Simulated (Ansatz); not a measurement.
An input meant for TiFCl3 (TiCl₃F) (charge 0, singlet).

```yaml
crystal:
  periodic: [false, false, false]
  atoms:
    - {symbol: Ti, position_ang: [0.000385, -0.000649, 0.080538]}
    - {symbol: F, position_ang: [0.008478, -0.014619, 1.813604]}
    - {symbol: Cl, position_ang: [2.054989, 0.010104, -0.640994]}
    - {symbol: Cl, position_ang: [-1.036210, 1.784770, -0.612191]}
    - {symbol: Cl, position_ang: [-1.027652, -1.779615, -0.640946]}
basis:
  gaussian: {orbitals: def2-mTZVP, nuclear_model: gaussian}
total_charge: 1
magnetization: {spin_polarized: true, initial_magnetization: 5}
hamiltonian: {xc: {name: SVWN5}}
scf: {omitted_lower_state_checks: [starts]}
output: {forces: true}
```

```sh
$ ansatz run in.yaml --threads 4 --pin off --events-out ev --progress --plain --max-ram 3916MiB
```

Output, abridged:

```
Functional definition: SVWN5
1172 factors; their error is unknown
mean field evaluation 1: about -63158.9698 eV, gradient 1.0e2 eV
mean field evaluation 2: about -62769.5703 eV, gradient 2.4e2 eV
mean field evaluation 4: about -63154.2555 eV, gradient 1.1e2 eV
mean field evaluation 8: about -63196.0482 eV, gradient 1.2e0 eV
mean field evaluation 16: about -63196.0674 eV, gradient 4.5e-4 eV
mean field -63196.06743001 eV, -2322.4126422197 hartree, gradient 4.5e-6 eV, S^2 8.752896; 0 other end points of the search recorded, 0 dependent functions left out
reference -63196.06747181 eV, -2322.4126437559 hartree; 43, 38 occupied and 75, 80 virtual orbitals, 1172 factors
Total energy: -63196.06747181 eV, -2322.4126437559 hartree
Atom 0 at     0.000385    -0.000649     0.080538 Å, force     0.003011    -0.005195     0.647800 eV/Å
Atom 1 at     0.008478    -0.014619     1.813604 Å, force     0.013142    -0.022717     2.817955 eV/Å
Atom 2 at     2.054989     0.010104    -0.640994 Å, force     2.812439     0.016179    -1.168457 eV/Å
Atom 3 at    -1.036210     1.784770    -0.612191 Å, force    -1.420151     2.446187    -1.128961 eV/Å
Atom 4 at    -1.027652    -1.779615    -0.640946 Å, force    -1.408440    -2.434455    -1.168337 eV/Å
Dipole moment:    -0.002280     0.003932    -0.487811 e Å
Checks for a lower state left out: starts
```

In this input the spin is set far too high (5 unpaired electrons typed, 0 in the singlet as meant). The calculation finished and met its thresholds. The result belongs to that input, not to the species as meant.
